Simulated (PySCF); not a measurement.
Compound: C5H7OS2 (charge +1).
Z-matrix (Å and degrees, PBE0-D3(BJ)/def2-SVP geometry), rows numbered from 1:
```
C 
O   1  1.4137
C   2  1.3779  1  114.95
C   3  1.4936  2  106.23  1  -177.77
S   4  1.6834  3  125.40  2  -178.17
C   5  1.7186  4   96.00  3  -179.62
C   6  1.3548  5  115.57  4    -0.02
S   4  1.6830  3  118.19  2     2.08
H   1  1.1035  2  111.11  3   -61.78
H   1  1.0961  2  106.85  3   179.28
H   1  1.1037  2  111.12  3    60.30
H   3  1.1120  2  112.89  1   -58.65
H   3  1.1116  2  113.15  1    62.54
H   6  1.0926  5  118.43  4  -179.95
H   7  1.0928  6  124.98  5  -179.95
```

Level of theory: PySCF 2.14.0, PBE0-D3(BJ)/def2-SVP geometry optimisation, gas phase.

Take the most abundant isotopes and a rigid rotor. The values belong to one conformer with, in the numbering `[CH3:1][O:2][CH2:3][c+:4]1[s:5][cH:6][cH:7][s:8]1`, C1–O2–C3–C4 -178°, O2–C3–C4–S5 -178°.

Question: Give the principal moments of inertia and the rotational constants in MHz.

Answer: Ia = 153.85, Ib = 517.66, Ic = 664.99 u·Å²; 505379 MHz·u·Å²/I gives A = 3285, B = 976.3, C = 760.0 MHz.

Question: What kind of rotor is it?

Answer: An asymmetric top: κ = (2 × 976.3 − 3285 − 760.0)/(3285 − 760.0) = -0.83.

Question: Is it planar, by Δ = Ic − Ia − Ib?

Answer: Not planar: Δ = Ic − Ia − Ib = -6.52 u·Å². For a rigid frame Δ = −2 Σ m c², so Σ m c² = 3.26 u·Å² lies off the ab plane: 3.24 from hydrogen and 0.02 from heavier atoms. The atom farthest from that plane is 0.95 Å away.

Question: Give the coordinates in the principal-axis frame, origin at the centre of mass.

Answer: The sense of each axis is arbitrary; atoms in the order of the calculation.
| atom | mass (u) | a (Å) | b (Å) | c (Å) |
| --- | --- | --- | --- | --- |
| C1 | 12.000 | -3.610 | -0.064 | 0.016 |
| O2 | 15.995 | -2.225 | 0.218 | -0.033 |
| C3 | 12.000 | -1.405 | -0.889 | 0.008 |
| C4 | 12.000 | -0.004 | -0.371 | 0.001 |
| S5 | 31.972 | 1.386 | -1.319 | -0.002 |
| C6 | 12.000 | 2.498 | -0.008 | 0.001 |
| C7 | 12.000 | 1.944 | 1.228 | 0.004 |
| S8 | 31.972 | 0.226 | 1.297 | 0.002 |
| H9 | 1.008 | -3.923 | -0.670 | -0.851 |
| H10 | 1.008 | -4.131 | 0.900 | -0.012 |
| H11 | 1.008 | -3.875 | -0.593 | 0.948 |
| H12 | 1.008 | -1.555 | -1.504 | 0.923 |
| H13 | 1.008 | -1.546 | -1.570 | -0.859 |
| H14 | 1.008 | 3.567 | -0.233 | -0.001 |
| H15 | 1.008 | 2.505 | 2.166 | 0.006 |

Question: Where do the levels up to J = 5 lie, in cm⁻¹?

Answer: Above 0(0,0):
J = 1: 1(0,1) 0.0579, 1(1,1) 0.1349, 1(1,0) 0.1421
J = 2: 2(0,2) 0.1733, 2(1,2) 0.2435, 2(1,1) 0.2652, 2(2,1) 0.4962, 2(2,0) 0.4967
J = 3: 3(0,3) 0.3451, 3(1,3) 0.4062, 3(1,2) 0.4494, 3(2,2) 0.6700, 3(2,1) 0.6724, 3(3,1) 1.0733, 3(3,0) 1.0733
J = 4: 4(0,4) 0.5720, 4(1,4) 0.6225, 4(1,3) 0.6945, 4(2,3) 0.9012, 4(2,2) 0.9084, 4(3,2) 1.3059, 4(3,1) 1.3060, 4(4,1) 1.8694, 4(4,0) 1.8694
J = 5: 5(0,5) 0.8525, 5(1,5) 0.8921, 5(1,4) 0.9998, 5(2,4) 1.1897, 5(2,3) 1.2059, 5(3,3) 1.5969, 5(3,2) 1.5975, 5(4,2) 2.1600, 5(4,1) 2.1600, 5(5,1) 2.8846, 5(5,0) 2.8846
The levels of one J sum to (2J + 1)J(J + 1)(A + B + C)/3.

Question: Which types of transition are allowed, and where do some lines up to J = 4 fall?

Answer: The dipole components (about the centre of mass, as the species is charged) are |μa| = 1.98 D, |μb| = 0.78 D, |μc| = 0.10 D. The squared components, which scale the intensities, stand as 1.00 : 0.16 : 0.00 (a : b : c). Some lines, for components of 0.1 D or more:

| type | branch | J(Ka,Kc) | MHz | lower level (cm⁻¹) |
| --- | --- | --- | --- | --- |
| a | Q | 3(1,2) ← 3(1,3) | 1297 | 0.406 |
| c | Q | 1(1,1) ← 1(0,1) | 2309 | 0.058 |
| b | Q | 2(1,1) ← 2(0,2) | 2756 | 0.173 |
| b | R | 3(0,3) ← 2(1,2) | 3044 | 0.244 |
| a | R | 2(1,2) ← 1(1,1) | 3256 | 0.135 |
| b | Q | 4(1,3) ← 4(0,4) | 3671 | 0.572 |
| a | R | 2(1,1) ← 1(1,0) | 3689 | 0.142 |
| b | R | 4(0,4) ← 3(1,3) | 4973 | 0.406 |
| a | R | 3(0,3) ← 2(0,2) | 5151 | 0.173 |
| a | R | 3(2,1) ← 2(2,0) | 5266 | 0.497 |
| a | R | 3(1,2) ← 2(1,1) | 5524 | 0.265 |
| c | R | 2(1,1) ← 1(0,1) | 6214 | 0.058 |
| a | R | 4(0,4) ← 3(0,3) | 6804 | 0.345 |
| a | R | 4(3,2) ← 3(3,1) | 6972 | 1.073 |
| a | R | 4(3,1) ← 3(3,0) | 6976 | 1.073 |
| b | Q | 3(2,2) ← 3(1,3) | 7908 | 0.406 |
| c | R | 2(2,1) ← 1(1,1) | 10831 | 0.135 |
| b | R | 3(2,2) ← 2(1,1) | 12135 | 0.265 |
| c | R | 3(2,1) ← 2(1,1) | 12207 | 0.265 |
| b | R | 3(2,1) ← 2(1,2) | 12856 | 0.244 |
| b | R | 4(2,3) ← 3(1,2) | 13545 | 0.449 |
| c | R | 4(2,2) ← 3(1,2) | 13758 | 0.449 |
| c | R | 4(2,3) ← 3(1,3) | 14842 | 0.406 |
| b | Q | 4(4,1) ← 4(3,2) | 16893 | 1.306 |
| b | R | 3(3,1) ← 2(2,0) | 17287 | 0.497 |
| b | R | 4(3,2) ← 3(2,1) | 18993 | 0.672 |
| c | R | 4(4,0) ← 3(3,0) | 23865 | 1.073 |
| c | R | 4(4,1) ← 3(3,1) | 23865 | 1.073 |

Not checked by PBE0-D3(BJ)/def2-SVP frequencies. No vibrational averaging or centrifugal distortion is included, and the geometry carries the error of its method. A rigid rotor knows nothing of internal rotation, which can split or shift real lines.
